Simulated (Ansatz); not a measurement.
One change: `OBS` becomes `OBS[SiH3]`.

Ansatz, PBE0-D4/def2-TZVP geometries, multiplicity 1. Each molecule was computed in one conformer, which needn't be the lowest.

```tsv
property	`OBS`
HOMO–LUMO gap (B3LYP/def2-TZVPP) / eV	7.37
HOMO energy (ωB97M-V/def2-TZVPP) / eV	-10.09
HOMO–LUMO gap (PBE0/def2-TZVPP) / eV	7.85
HOMO–LUMO gap (ωB97M-V/def2-TZVPP) / eV	11.90
LUMO energy (PBE0/def2-TZVPP) / eV	-0.05
LUMO energy (B3LYP/def2-TZVPP) / eV	-0.27
```

(1) What does the change do to each property? (An estimate is asked.)

Answers

(1) Computed: 
| property | `OBS[SiH3]` | shift |
| --- | --- | --- |
| HOMO–LUMO gap (B3LYP/def2-TZVPP) / eV | 7.12 | -0.25 |
| HOMO energy (ωB97M-V/def2-TZVPP) / eV | -10.04 | 0.05 |
| HOMO–LUMO gap (PBE0/def2-TZVPP) / eV | 7.57 | -0.28 |
| HOMO–LUMO gap (ωB97M-V/def2-TZVPP) / eV | 11.66 | -0.24 |
| LUMO energy (PBE0/def2-TZVPP) / eV | -0.33 | -0.28 |
| LUMO energy (B3LYP/def2-TZVPP) / eV | -0.52 | -0.25 |

The zero-point energy changes by 46.7 kJ/mol with +9 modes.

B3LYP here is the variant with VWN-RPA as its local correlation; programs differ in this.
